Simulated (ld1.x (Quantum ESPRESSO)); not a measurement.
**mercury (Hg): one change to a TM potential, before and after**

mercury, norm-conserving Troullier–Martins (Kleinman–Bylander form), made with ld1.x (Quantum ESPRESSO) 7.5 (PBE, scalar-relativistic). Core [Kr] 4d10 4f14 5s2, reference 5p6 5d10 6s2 6p0. Waves: 6s (bound): rc 1.85 bohr; 5d (bound): rc 1.75 bohr; 5p (bound): rc 1.50 bohr. Local part: the p channel. Core correction: a·sin(br)/r model core inside 1.25 bohr.

Change: all radii but the core radius scaled by about 0.88 (s 1.64, p 1.32, d 1.54 bohr).

Cutoffs: the cutoffs (Ry, on a coarse ladder) from which the occupation-weighted sum of valence levels, in a spherical-Bessel basis at the reference potential, stays within 10 and 1 mRy of its value at 400 Ry; they do not see the model core or the augmentation charge, which bear on the density cutoff. Errors are all-electron minus pseudo energies relative to the spin-unpolarised reference configuration.

Problem. How do hardness, ghosts and transferability respond?

Solution. The potential gets harder (70 Ry and 110 Ry → 110 Ry and 140 Ry); both files keep a bound ghost (s); of the 7 tests that both files solve, the error grows in 2 and shrinks in 2 by more than 15 % and 0.3 meV (median size 18.5 → 23.8 meV). A smaller radius makes the pseudo-wave follow the all-electron one further in, where it bends more sharply, so more plane waves are needed.

| quantity | base | changed |
| --- | --- | --- |
| cutoff, loose | 70 Ry | 110 Ry |
| cutoff, tight | 110 Ry | 140 Ry |
| loose cutoff by channel (10 mRy a level) | s 18 Ry, d 40 Ry, p 50 Ry | s 30 Ry, d 40 Ry, p 70 Ry |
| bound ghosts | s | s |
| error for 5p6 5d10 6s1 6p0, meV [ΔE 10.69 eV] | -10 | -9.8 |
| error for 5p6 5d10 6s0 6p0, meV [ΔE 29.66 eV] | -42 | -24 |
| error for 5p6 5d9 6s0 6p0, meV [ΔE 65.19 eV] | -18 | -19 |
| error for 5p6 5d8 6s0 6p0, meV [ΔE 114.95 eV] | -2.3 | -32 |
| error for 5p6 5d10 6s1.5 6p0, meV [ΔE 4.36 eV] | -2.9 | -3.1 |
| error for 5p6 5d10 6s0 6p1, meV [ΔE 18.10 eV] | +221 | +102 |
| error for 5p5 5d10 6s2 6p0, meV [ΔE 73.27 eV] | -212 | -317 |

 A true bound ghost makes a file unfit for plane-wave use even where its test errors are small: the radial tests pick states by their node count and pass the ghost by.
